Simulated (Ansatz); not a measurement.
```yaml
crystal:
  periodic: [false, false, false]
  atoms:
    - {symbol: Si, position_ang: [5.474932, -1.566165, 0.747301]}
    - {symbol: In, position_ang: [2.123624, -0.810039, -2.424658]}
    - {symbol: Sb, position_ang: [-1.773278, -4.000057, -3.261230]}
    - {symbol: C, position_ang: [-3.382482, -0.808544, -1.441382]}
    - {symbol: N, position_ang: [-1.526627, 0.699596, -0.165565]}
    - {symbol: Si, position_ang: [-1.093465, -0.136254, 2.893266]}
    - {symbol: Si, position_ang: [-1.818925, 3.834816, -0.756064]}
    - {symbol: H, position_ang: [4.693204, -3.262865, 2.700258]}
    - {symbol: H, position_ang: [7.626385, -2.674063, -0.464275]}
    - {symbol: H, position_ang: [6.313385, 0.712177, 1.941478]}
    - {symbol: H, position_ang: [2.310237, 1.580419, -4.469958]}
    - {symbol: H, position_ang: [-1.265609, -5.459826, -0.567314]}
    - {symbol: H, position_ang: [-4.842579, -1.355652, -0.213711]}
    - {symbol: H, position_ang: [-4.213582, 0.251784, -2.896298]}
    - {symbol: H, position_ang: [-0.420919, -2.731640, 3.010010]}
    - {symbol: H, position_ang: [-3.379915, 0.260523, 4.273191]}
    - {symbol: H, position_ang: [0.863335, 1.434472, 3.861744]}
    - {symbol: H, position_ang: [0.397591, 5.044377, 0.168729]}
    - {symbol: H, position_ang: [-4.001274, 4.844762, 0.475899]}
    - {symbol: H, position_ang: [-2.084057, 4.142162, -3.411402]}
basis:
  gaussian: {orbitals: STO-3G}
hamiltonian: {xc: {name: r2SCAN50}}
output: {forces: true}
```

```sh
$ ansatz run in.yaml --threads 4 --pin off --events-out ev --progress --plain --max-ram 46080MiB --backend cpu
```

Output, abridged:

```
Functional definition: r2SCAN50
1171 factors; integrals over basis functions are off by at most 3.6e-5 eV
mean field evaluation 1: about -350783.5052 eV, gradient 6.8e1 eV
mean field evaluation 2: about -350538.5192 eV, gradient 1.3e2 eV
mean field evaluation 4: about -350817.2210 eV, gradient 4.7e1 eV
mean field evaluation 8: about -350817.1884 eV, gradient 4.7e1 eV
mean field evaluation 16: about -350845.7351 eV, gradient 1.6e-1 eV
mean field evaluation 32: about -350845.7239 eV, gradient 2.4e-6 eV
mean field -350845.72390799 eV, -12893.3425418457 hartree, gradient 9.0e-7 eV, S^2 0.000000; 6 other end points of the search recorded, 0 dependent functions left out
reference -350845.72392190 eV, -12893.3425423566 hartree; 84, 84 occupied and 20, 20 virtual orbitals, 1171 factors
Total energy: -350845.72392190 eV, -12893.3425423566 hartree
Atom 0 at     5.474932    -1.566165     0.747301 Å, force     2.628478    -0.675538     2.286909 eV/Å
Atom 1 at     2.123624    -0.810039    -2.424658 Å, force     0.222907     1.865234    -1.537501 eV/Å
Atom 2 at    -1.773278    -4.000057    -3.261230 Å, force     0.539607    -1.290138     2.809949 eV/Å
Atom 3 at    -3.382482    -0.808544    -1.441382 Å, force    -4.863998     1.267254    -0.431159 eV/Å
Atom 4 at    -1.526627     0.699596    -0.165565 Å, force    -1.044478     0.840574     0.720009 eV/Å
Atom 5 at    -1.093465    -0.136254     2.893266 Å, force     0.239745    -0.571680     1.629109 eV/Å
Atom 6 at    -1.818925     3.834816    -0.756064 Å, force    -0.101253     1.490042    -0.498283 eV/Å
Atom 7 at     4.693204    -3.262865     2.700258 Å, force     0.924716     2.064833    -2.391385 eV/Å
Atom 8 at     7.626385    -2.674063    -0.464275 Å, force    -2.677642     1.372608     1.474289 eV/Å
Atom 9 at     6.313385     0.712177     1.941478 Å, force    -1.036580    -2.740658    -1.466440 eV/Å
Atom 10 at     2.310237     1.580419    -4.469958 Å, force    -0.180055    -1.937492     1.643453 eV/Å
Atom 11 at    -1.265609    -5.459826    -0.567314 Å, force    -0.505345     1.477148    -2.726607 eV/Å
Atom 12 at    -4.842579    -1.355652    -0.213711 Å, force     3.897808     1.943422    -3.512221 eV/Å
Atom 13 at    -4.213582     0.251784    -2.896298 Å, force     2.038014    -2.803366     4.376830 eV/Å
Atom 14 at    -0.420919    -2.731640     3.010010 Å, force    -0.808189     3.245488    -0.155889 eV/Å
Atom 15 at    -3.379915     0.260523     4.273191 Å, force     2.807303    -0.473362    -1.708475 eV/Å
Atom 16 at     0.863335     1.434472     3.861744 Å, force    -2.376629    -1.925042    -1.204087 eV/Å
Atom 17 at     0.397591     5.044377     0.168729 Å, force    -2.729778    -1.510544    -1.150135 eV/Å
Atom 18 at    -4.001274     4.844762     0.475899 Å, force     2.673470    -1.257086    -1.491958 eV/Å
Atom 19 at    -2.084057     4.142162    -3.411402 Å, force     0.351899    -0.381698     3.333595 eV/Å
Dipole moment:     0.360951    -0.463190    -0.846861 e Å
```

(1) Something in this input is off. What?

## Answers

(1) The coordinates are in bohr but typed as ångström. The run converged. The result belongs to that input, not to the molecule as meant.
